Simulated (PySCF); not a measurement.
**Ions at one geometry of YO(OH)**

PySCF 2.14.0, RKS PBE0, Y def2-SVP with ECP28, O def2-SVP, H def2-SVP; non-relativistic Hamiltonian with scalar-relativistic core potentials where named; density fitting; no spin-orbit coupling; singlets restricted, open shells unrestricted. The geometry is relaxed for charge 0, singlet, vacuum:

```xyz
4

Y     0.0163   -0.0465   -0.4739
O     1.3195    0.0311    0.7993
O    -1.8984    0.0251    0.2450
H    -2.3749    0.0779    1.0756
```

Energies count from the relaxed state; an electron taken off or put on is at rest in vacuum. Charges and spins are Mulliken's.

```
                     state  energy (eV)  spin squared  charge on Y1 (e)  spin on Y1 (e)  dipole about the centre of mass (D)
 charge 0, singlet, vacuum         0.00          0.00              0.74            0.00                                 6.18
charge -1, doublet, vacuum        -0.84          0.75             -0.17            1.03                                 3.24
```

**Question.** What does the state charge +1, doublet, vacuum give?

**Answer.** energy (eV) 8.44, spin squared 0.76, charge on Y1 (e) 1.30, spin on Y1 (e) 0.04, dipole about the centre of mass (D) 3.70.

With an electron taken off (doublet) the charges change, summed by element, by Y +0.56 e, O +0.39 e, H +0.06 e. The vertical ionisation energy is 8.44 eV, against −ε(HOMO) = 6.26 eV of the relaxed state. The level lies 2.2 eV too high, as is usual for semilocal functionals and global hybrids, which keep a self-interaction error.

With an electron put on (doublet) the charges change, summed by element, by Y -0.91 e, O -0.05 e, H -0.04 e. The vertical electron affinity is 0.84 eV, against −ε(LUMO) = 2.05 eV of the relaxed state. The basis has no diffuse functions, which an added electron needs. The added electron's level lies above zero.

Open shells may have lower solutions than those found.
